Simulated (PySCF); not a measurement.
Cl6OSi2, charge +1, sextet, geometry from GFN2-xTB of the parent state (a state made from the parent by changing its charge; the spin is typed, not shown lowest); DF-M062X/def2-SV(P) (PySCF).

PySCF was given this input:
```python
from pyscf import gto, scf, dft

mol = gto.M(
    atom='''
Cl    2.320800    0.135005   -1.774815
Si    1.576741    0.404398    0.066890
Cl    2.429626   -0.815942    1.409064
Cl    1.656960    2.324284    0.637571
O     0.000000    0.000000    0.000000
Si   -1.576741   -0.404398   -0.066890
Cl   -2.252034    0.197391   -1.855717
Cl   -2.483619    0.554955    1.441516
Cl   -1.671733   -2.395693    0.142382
''',
    basis='def2-sv(p)',
    charge=1,
    spin=5,
    verbose=5,
)

mf = dft.ROKS(mol)
mf.xc = 'm062x'
mf = mf.density_fit(auxbasis='def2-universal-jkfit')
mf.kernel()
mf.analyze()
```

### Question
Write the output that PySCF gives for this input, abridged.

### Answer

```
PySCF version 2.14.0

[INPUT] verbose = 5
[INPUT] max_memory = 4000
[INPUT] num. atoms = 9
[INPUT] num. electrons = 137
[INPUT] charge = 1
[INPUT] spin (= nelec alpha-beta = 2S) = 5
[INPUT] symmetry False subgroup None
[INPUT] Mole.unit = angstrom
[INPUT] Symbol           X                Y                Z      unit          X                Y                Z       unit  Magmom
[...]
[INPUT] ---------------- BASIS SET ----------------
[INPUT] l, kappa, [nprim/nctr], expnt,             c_1 c_2 ...
[INPUT] Cl
[...]
                                1571.7365221      0.014754727977
                                357.12065523      0.066679112875
                                100.25185935      0.17228924084
                                30.812727554      0.158837861
[...]
                                5.7045760975      0.60841752753
                                2.3508376809      0.54352153355
[...]
                                72.102015515      -0.063563355471
                                22.532680262      -0.24016428276
                                7.8991765444      -0.47798866557
                                2.8767268321      -0.38515850005
[...]
[INPUT] Si
[...]
                                1038.4346419      0.0099966546241
                                235.8758148       0.044910165101
                                66.069385169      0.1146363854
                                20.247945761      0.10280063858
[...]
                                3.6370788192      -0.43028836252
                                1.4002048599      -0.41382774969
[...]
                                41.907258846      0.043399431982
                                12.955294367      0.15632019351
                                4.4383267393      0.29419996982
                                1.5462247904      0.23536823814
[...]
[INPUT] O
[...]
                                340.87010191      -0.03989003923
                                77.363135167      -0.17853911985
                                21.47964494       -0.46427684959
                                6.6589433124      -0.44309745172
[...]
                                3.863550544       0.23094120765
                                1.0480920883      0.51375311064
[...]
nuclear repulsion = 1350.77422214817
number of shells = 70
number of NR pGTOs = 312
number of NR cGTOs = 158
basis = def2-sv(p)
ecp = {}

******** <class 'pyscf.df.df_jk.DFROKS'> ********
method = DFROKS
[...]
SCF not converged.
Total Energy =                       -3413.566782425763449
[...]
6 Cl 4py        -0.00701  -0.00333   0.00229
6 Cl 4pz        -0.00691   0.00684  -0.00033
6 Cl 3dxy       -0.00272  -0.00777   0.00457
6 Cl 3dyz       -0.00396   0.00893   0.00582
6 Cl 3dz^2       0.00485  -0.00673  -0.01165
6 Cl 3dxz       -0.01587   0.02519  -0.00365
6 Cl 3dx2-y2    -0.00328   0.01646   0.00606
7 Cl 1s          0.00002   0.00002  -0.00001
7 Cl 2s         -0.00003  -0.00004   0.00003
7 Cl 3s         -0.00175  -0.00265   0.00010
7 Cl 4s         -0.00930  -0.01289  -0.00594
7 Cl 2px         0.00002   0.00004  -0.00007
7 Cl 2py         0.00001  -0.00003   0.00002
7 Cl 2pz        -0.00004  -0.00002   0.00005
7 Cl 3px        -0.00083  -0.00168  -0.00005
7 Cl 3py        -0.00069   0.00100   0.00059
7 Cl 3pz         0.00135   0.00039   0.00076
7 Cl 4px        -0.00815  -0.01412   0.00766
7 Cl 4py        -0.00472   0.00514   0.00242
7 Cl 4pz         0.00831   0.00263   0.00090
7 Cl 3dxy        0.00158   0.01107   0.00655
7 Cl 3dyz        0.00584   0.00854  -0.00736
7 Cl 3dz^2       0.00784   0.00783  -0.00797
7 Cl 3dxz        0.01673   0.01632   0.00575
7 Cl 3dx2-y2    -0.00919  -0.02039   0.00684
8 Cl 1s         -0.00003   0.00000  -0.00001
8 Cl 2s          0.00004  -0.00001   0.00003
8 Cl 3s          0.00316  -0.00023   0.00008
8 Cl 4s          0.01585  -0.00164  -0.00594
8 Cl 2px        -0.00003   0.00000  -0.00005
8 Cl 2py        -0.00006   0.00001  -0.00008
8 Cl 2pz         0.00001   0.00003   0.00001
8 Cl 3px         0.00115  -0.00001   0.00036
8 Cl 3py         0.00180  -0.00029  -0.00087
8 Cl 3pz        -0.00018  -0.00147   0.00012
8 Cl 4px         0.01240  -0.00054   0.00798
8 Cl 4py         0.01266  -0.00212   0.00132
8 Cl 4pz        -0.00108  -0.00863   0.00041
8 Cl 3dxy        0.03592  -0.00338   0.00405
8 Cl 3dyz        0.00146   0.00014   0.00219
8 Cl 3dz^2      -0.00532  -0.00053   0.00154
8 Cl 3dxz       -0.00392  -0.00775   0.00041
8 Cl 3dx2-y2    -0.00154   0.00085   0.01473
 ** Mulliken pop on meta-lowdin orthogonal AOs  **
 ** Mulliken pop  **
 ** Mulliken atomic charges  **
charge of    0Cl =      0.08653
charge of    1Si =      0.73985
charge of    2Cl =      0.02441
charge of    3Cl =     -0.01027
charge of    4O =     -0.74556
charge of    5Si =      0.73629
charge of    6Cl =      0.08521
charge of    7Cl =      0.08560
charge of    8Cl =     -0.00205

WARN: System has nonzero charge 1; the dipole moment is origin-dependent.
Location of origin: [0. 0. 0.]

Dipole moment(X, Y, Z, Debye): -0.63283,  0.06824, -0.55153
```

Convergence was not reached.
